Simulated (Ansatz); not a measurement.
Cost and result for the atomization energy of `C[O][GaH][CH3]` (11 atoms, 10 bonds).

```xyz
11

C     1.8270   -0.2342   -0.0104
O     1.1115    0.5920    0.8635
Ga   -0.6676    0.7868    0.8347
C    -1.6672   -0.2287   -0.5135
H     2.3850   -0.9899    0.5554
H     2.5533    0.3574   -0.5803
H     1.1898   -0.7635   -0.7329
H    -1.1639    1.7763    1.9325
H    -1.3457    0.0544   -1.5188
H    -2.7400   -0.0512   -0.4306
H    -1.4823   -1.2996   -0.3996
```

Charge 0, multiplicity 1. Correlated methods include outer-core shells of Ga, which these sets cover unevenly. Scalar relativity is left out up to krypton. The geometry is a stationary point of PBE0-D4/def2-TZVP. It is one conformer, not always the lowest. Program: Ansatz. All runs use 4 threads of a server CPU on a shared host. Times are those of one run each, without the atoms' runs, and a repeat can differ threefold. Electronic energies, without spin–orbit coupling; frozen cores. CCSD(T)/CBS adds CCSD(T) − MP2 in def2-TZVPP to the MP2 limit, and its time is that of the two runs behind it. T1 = 0.014. With those shells the extrapolation isn't a true limit. B3LYP takes the VWN-RPA correlation (the form of Gaussian; ORCA's B3LYP/G).

CCSD(T)/CBS is a level of theory with its own doubt, some kJ/mol a heavy atom from the limit and from the frozen cores, so smaller differences don't rank the functionals.

```csv
level,functions,wall time,atomization (kJ/mol),difference from CCSD(T)/CBS,per bond
LDA (SPW92)/def2-TZVPP,239,1.2 s,4364.4,514.4,51.4
PBE-D4/def2-TZVPP (with forces),239,2.5 s,3882.3,32.3,3.2
BHLYP-D4/def2-TZVPP,239,3.3 s,3730.0,-120.0,-12.0
CAM-B3LYP-D4/def2-TZVPP,239,3.6 s,3852.6,2.6,0.3
B3LYP-D4/def2-TZVPP (with forces),239,4.8 s,3825.6,-24.4,-2.4
PBE-QIDH/def2-TZVPP,239,5.5 s,3817.6,-32.4,-3.2
CCSD(T)/def2-SVP,109,7.5 s,3662.3,-187.7,-18.8
ωB97X-V/def2-TZVPP,239,8.5 s,3846.3,-3.7,-0.4
B97M-V/def2-TZVPP,239,9.5 s,3843.1,-6.9,-0.7
ωB97M-V/def2-TZVPP (with forces),239,12 s,3836.7,-13.3,-1.3
MP2/def2-QZVPP,470,26 s,3857.9,7.9,0.8
CCSD(T)/def2-TZVPP,239,6.3 min,3771.2,-78.8,-7.9
CCSD(T)/CBS(def2),–,6.7 min,3850.0,0.0,0.0
```

At CCSD(T), def2-SVP lies −187.7 kJ/mol from the extrapolated value and def2-TZVPP −78.8 kJ/mol: correlation converges slowly with the basis, and small sets miss more of it in the bonded molecule than in its fragments. From BLYP to BHLYP (50 % exact exchange), in def2-TZVPP and without D4, the atomization energy moves by −63.2 kJ/mol: exact exchange takes away binding that semilocal exchange gives to molecules. In def2-TZVPP, CCSD(T) changes the Hartree–Fock value by +951.6 kJ/mol (the triples alone add +48.6 kJ/mol) and MP2 by +991.6 kJ/mol; breaking electron pairs costs correlation energy, which Hartree–Fock lacks.
